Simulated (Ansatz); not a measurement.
The first iterations of a band of CH4AlFN (8 atoms, charge 1, multiplicity 1).

Level of theory: RKS PBE-D4/cc-pVDZ in Ansatz.

| Property | Result |
| --- | --- |
| movable images | 5 |
| climbing image | yes |
| spring | 5.0 eV/Å² |
| optimiser | quadratic models (default) |
| start path | through a guess of the saddle point |
| force threshold | 0.05 eV/Å |
| iteration limit | 60 |
| end points | relaxed |

Initial state:

```xyz
8
Properties=species:S:1:pos:R:3
C -0.472 1.147 -0.635
N -0.507 0.166 0.206
Al 0.862 -1.241 0.448
F 0.255 -2.214 1.676
H 0.394 1.255 -1.313
H -1.291 1.886 -0.693
H -1.351 0.133 0.807
H 2.111 -1.130 -0.496
```

Final state:

```xyz
8
Properties=species:S:1:pos:R:3
C -0.729 1.309 -1.037
N -0.419 0.526 -0.076
Al -0.067 -1.157 0.349
F -0.312 -2.651 1.064
H -0.826 1.006 -2.102
H -0.913 2.380 -0.800
H 1.706 -1.095 1.345
H 1.561 -0.318 1.257
```

| iteration | highest image above the first end (eV) | largest band force component (eV/Å) |
| --- | --- | --- |
| 1 | 12.599 | 25.205 |
| 2 | 7.541 | 11.833 |
| 3 | 5.671 | 6.085 |
| 4 | 4.739 | 7.880 |
| 5 | 4.132 | 2.444 |
| 6 | 3.331 | 3.841 |
| 7 | 3.134 | 1.560 |
| 8 | 2.897 | 1.969 |
| 9 | 2.748 | 1.726 |
| 10 | 2.809 | 2.019 |

Q: Does the band converge within its limit, and where does its top end?

A: The run converged. It ended after 32 iterations with the highest image 2.946 eV above the first end. Beside the main top the profile has a ripple of under 15 meV (maxima at images 2, 4), which may be a very shallow well or noise. Neighbouring images differ by up to 1.4 eV, so the band resolves the path poorly. A vibrational analysis at the climbing image gives one clearly imaginary mode, 1039i cm⁻¹: a first-order saddle point. The orbitals stay closed-shell, which can raise the energy where a bond breaks towards radicals; this wasn't checked here. Limits of this set-up: the dipole of an ion depends on the origin.

The run took 3.6 min on 1 thread of Intel(R) Xeon(R) Platinum 8488C (Sapphire Rapids), with other jobs on the host, peak memory 0.15 GiB.
